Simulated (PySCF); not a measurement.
## Static response to an electric field

C₆H₁₀O₂S.
Cartesian coordinates in Å at the PBE0-D3(BJ)/def2-SVP level; atoms count from 1:
```
atom  x, y, z in Å
C1    -2.8870   -0.3429    1.2061
C2    -2.3222   -0.4391    0.0009
C3    -1.2064   -1.3630   -0.3347
S4     0.2679   -0.4824   -0.9058
O5     1.2575   -1.4849   -1.2836
O6    -0.1779    0.5271   -1.8659
C7     0.8601    0.3884    0.5680
C8     1.9208    1.3553    0.1695
C9     3.2070    1.2205    0.4919
H10   -2.5637   -0.9690    2.0442
H11   -3.7035    0.3584    1.3944
H12   -2.6605    0.2018   -0.8201
H13   -1.4273   -1.9959   -1.2105
H14   -0.8976   -2.0128    0.4973
H15    1.2276   -0.3841    1.2584
H16   -0.0257    0.8884    0.9910
H17    1.5890    2.1979   -0.4456
H18    3.5640    0.3755    1.0885
H19    3.9507    1.9524    0.1676
```

Level: B3LYP/def2-SVPD (PySCF), static field, nuclei fixed, core orbitals frozen in the response. The polarisability tensor in these axes (au):

```
x   128.33   7.64  -5.43
y     7.64  89.17   1.87
z    -5.43   1.87  94.77
```

Problem. Give the principal values, the mean and the anisotropy Δα = √{½[(α1 − α2)² + (α2 − α3)² + (α1 − α3)²]}.

Solution. Principal values 86.66, 95.14 and 130.47 au; mean 104.09 au = 15.42 Å³ = 17.16 × 10⁻⁴⁰ C²·m²/J; Δα = 40.24 au (39 % of the mean).

Problem. What is the dipole moment, and where does it point?

Solution. (-1.77, 0.19, 4.17) D, 4.54 D in size, pointing from the negative to the positive side. Measured along this direction, the outermost atoms are O5 and O6 at the negative end and H10 and H11 at the positive end.

Problem. Directions of the eigenvectors, and the extent of the frame along each?

Solution. Largest value along (0.97, 0.17, -0.14), where the nuclei span 7.91 Å; middle along (0.07, 0.37, 0.93), 3.34 Å; least along (-0.21, 0.91, -0.35), 3.64 Å. The strongest response lies along the longest span, while the other two are in reverse order.

Problem. Orientational against electronic polarisability at 298 K (dilute gas, rigid molecules)?

Solution. In Gaussian units μ²/3kT = 166.71 Å³ against 15.42 Å³, a ratio of 10.81; the Debye molar polarisation (4π/3)N_A(α + μ²/3kT) is 459.4 cm³/mol, leaving out the vibrational part.

Problem. What would n − 1 = 2πNα be for an ideal gas of these molecules at 500 K and 1 atm, electronic part alone?

Solution. N = p/kT = 1.4678 × 10¹⁹ cm⁻³, so n − 1 = 2π × N × 15.42 × 10⁻²⁴ cm³ = 1423 × 10⁻⁶ at long wavelengths, for an ideal gas.

Problem. In TDDFT the mean static polarisability is Σ f/ω² over all singlet excitations (ω in hartree). How much of it do the 10 lowest give? Their energies (eV) and oscillator strengths: 5.81, 0.2069; 6.20, 0.0685; 6.52, 0.0256; 6.56, 0.0359; 6.73, 0.0026; 6.94, 0.0535; 6.98, 0.0316; 7.08, 0.0253; 7.17, 0.0929; 7.21, 0.0255.

Solution. They add up to 10.34 au, 9.9 % of the 104.09 au; the largest single term is 4.54 au, from the state at 5.81 eV. Terms in order: 4.54, 1.32, 0.45, 0.62, 0.04, 0.82, 0.48, 0.37, 1.34, 0.36 au. Higher excitations give the rest. The strengths listed sum to 0.568.

One conformer (not necessarily the lowest) at the PBE0-D3(BJ)/def2-SVP geometry, without solvent, vibrations or thermal averaging.
